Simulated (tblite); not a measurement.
Species: C₅H₈NOSi (doublet state).
SMILES with atom numbers: `[N:1]#[C:2][C@@H:3]1[CH2:4][CH2:5][CH:6][Si@H:7]1[OH:8]` (hydrogens: H9 on C3; H10, H11 on C4; H12, H13 on C5; H14 on C6; H15 on Si7; H16 on O8)
Bond orders are those of one Lewis drawing.

Computed with GFN2-xTB (tblite), gas phase: L-BFGS steps from a force-field or distance-geometry start until the largest atomic force falls under 0.01 eV/Å.

Step 16: E = -637.6719 eV
```
atom  x, y, z in Å  |  force x, y, z in eV/Å
N1     -0.1665    3.3135    0.8901   -0.052   0.123   0.061
C2     -0.1052    2.2773    0.4069    0.037  -0.081   0.078
C3      0.0178    0.9872   -0.1780   -0.061   0.009  -0.053
C4     -1.3131    0.2440   -0.2948   -0.081  -0.041  -0.032
C5     -0.9636   -1.1930   -0.7067    0.048  -0.012   0.076
C6      0.0554   -1.6652    0.2670    0.101   0.154  -0.042
Si7     1.1363   -0.2449    0.8036    0.016   0.007   0.063
O8      2.6994   -0.1618    0.3763    0.139  -0.046   0.065
H9      0.4159    1.1408   -1.1833    0.134   0.005  -0.142
H10    -1.7903    0.2072    0.6823   -0.103   0.063   0.121
H11    -2.0067    0.7290   -0.9851    0.080  -0.057  -0.116
H12    -1.8355   -1.8425   -0.7784   -0.055   0.012   0.076
H13    -0.4965   -1.1531   -1.7002   -0.117  -0.030  -0.075
H14    -0.0196   -2.6583    0.6739    0.095  -0.018  -0.060
H15     1.2969    0.0752    2.2086   -0.120  -0.044   0.092
H16     3.0675   -0.0465   -0.4937   -0.059  -0.045  -0.113
```

Step 17: E = -637.6796 eV
```
atom  x, y, z in Å  |  force x, y, z in eV/Å
N1     -0.1686    3.3128    0.8919   -0.045   0.199   0.082
C2     -0.1052    2.2786    0.4060   -0.008  -0.092   0.121
C3      0.0128    0.9885   -0.1748    0.010  -0.049  -0.019
C4     -1.3179    0.2456   -0.2932   -0.091  -0.053  -0.143
C5     -0.9708   -1.1936   -0.7033    0.075   0.017   0.137
C6      0.0512   -1.6592    0.2692    0.170   0.041   0.007
Si7     1.1389   -0.2404    0.8049   -0.022  -0.032   0.162
O8      2.7041   -0.1631    0.3817    0.118  -0.031   0.009
H9      0.4182    1.1436   -1.1758    0.115  -0.019  -0.195
H10    -1.8137    0.2206    0.6768   -0.034   0.046   0.060
H11    -1.9952    0.7219   -1.0041    0.023  -0.003  -0.087
H12    -1.8447   -1.8429   -0.7657   -0.025   0.026   0.062
H13    -0.5057   -1.1602   -1.7002   -0.158  -0.021  -0.021
H14     0.0017   -2.6673    0.6513    0.093   0.088  -0.084
H15     1.3164    0.0763    2.2141   -0.159  -0.063  -0.007
H16     3.0709   -0.0524   -0.4903   -0.061  -0.051  -0.084
```

**Question.** Estimate the geometry and energy of step 18. (The exact step hangs on the optimiser's Hessian estimate; all steps are aligned on step 17, rigid shifts and turns removed.)

**Answer.** E = -637.6888 eV, largest force 0.416 eV/Å
```
atom  x, y, z in Å  |  force x, y, z in eV/Å
N1     -0.1729    3.3127    0.8981   -0.032   0.219   0.082
C2     -0.1046    2.2819    0.4060   -0.045  -0.124   0.115
C3      0.0097    0.9917   -0.1752    0.116  -0.095   0.035
C4     -1.3198    0.2450   -0.2891   -0.038  -0.023  -0.253
C5     -0.9733   -1.1944   -0.7003    0.079   0.019   0.209
C6      0.0567   -1.6571    0.2654    0.211   0.345  -0.098
Si7     1.1415   -0.2352    0.8064   -0.051  -0.087   0.126
O8      2.7106   -0.1686    0.3871    0.013  -0.020   0.053
H9      0.4243    1.1422   -1.1744    0.055  -0.020  -0.174
H10    -1.8275    0.2335    0.6769    0.015   0.024  -0.023
H11    -1.9795    0.7082   -1.0222   -0.080   0.072  -0.048
H12    -1.8512   -1.8412   -0.7477    0.022   0.024   0.035
H13    -0.5193   -1.1609   -1.7043   -0.184  -0.036   0.044
H14     0.0227   -2.6601    0.6353    0.074  -0.212   0.026
H15     1.3143    0.0714    2.2171   -0.152  -0.045   0.010
H16     3.0607   -0.0600   -0.4905   -0.004  -0.042  -0.140
```

The energy changes by -0.0092 eV. The first-order estimate −F·Δx gives -0.0147 eV and the mean of the old and new forces, exact on a quadratic surface, -0.0091 eV. The step makes an angle of 64° with the force vector and moves no atom by more than 0.028 Å.

The cost below is that of the whole relaxation. On Arm Neoverse V2, one thread, no GPU, on a shared host, this took 0.5 s.
